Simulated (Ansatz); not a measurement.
Correlation energies of C₂H₃AlO₂ by basis set

```xyz
8

Al    0.635   -0.411    1.270
O     0.860    0.578   -0.371
C    -0.369    0.336   -0.595
C    -1.032    0.908   -1.717
O    -1.012   -0.342    0.269
H     1.311   -1.835    1.198
H     0.607    0.527    2.536
H    -1.002    0.238   -2.589
```

Total charge 0; spin multiplicity 1. The bonds changed during the relaxation, so this is another structure than the one it started from. The geometry is a stationary point of PBE0-D4/def2-TZVP. It is one conformer, not always the lowest. Frozen core, restricted reference, Ansatz. CBS rows extrapolate triple and quadruple zeta; past MP2 they add the triple-zeta difference.

| basis | HF (Eh) | MP2 corr. | CCSD corr. | (T) | CCSD(T) total |
| --- | --- | --- | --- | --- | --- |
| def2-SVP | -468.81629 | ? | -0.68521 | -0.02221 | ? |
| def2-TZVPP | ? | -0.81352 | -0.84365 | -0.03618 | ? |
| def2-QZVPP | -469.19642 | -0.87646 | – | – | – |
| CBS(def2) | ? | ? | -0.95321 | as TZ | ? |

(1) Fill in the withheld values. (Best estimate.)

## Answers

(1) Computed: def2-SVP MP2 corr.: -0.64732; def2-SVP CCSD(T) total: -469.52371; def2-TZVPP HF (Eh): -469.17865; def2-TZVPP CCSD(T) total: -470.05848; CBS(def2) HF (Eh): -469.19886; CBS(def2) MP2 corr.: -0.92308; CBS(def2) CCSD(T) total: -470.18825.
